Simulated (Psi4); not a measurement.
This Psi4 input (MP2/aug-cc-pV(T+d)Z) gives -640.25749 Eh with 285 basis functions.

```
memory 6899 MB

molecule {
0 1
O     1.55919653   -0.41113020   -0.18678721
Si    0.00965688    0.00056836   -0.01004331
O    -0.89552179   -1.32599990    0.20733186
F    -0.21079318    0.99841460    1.20561488
F    -0.40715388    0.80802031   -1.30289704
H     1.92006693   -1.12628560    0.34196098
H    -1.80313751   -1.24254486    0.50982744
}

set {
  basis aug-cc-pv(t+d)z
  scf_type df
  freeze_core true
}

energy('mp2')
print_variables()
```

Change:
```diff
- basis aug-cc-pv(t+d)z
+ basis 6-311++g(3df,3pd)
```

Question: What does the run give now?

Answer: -640.21382 Eh (MP2/6-311++G(3df,3pd), 239 functions), a change of +43.67 mEh.
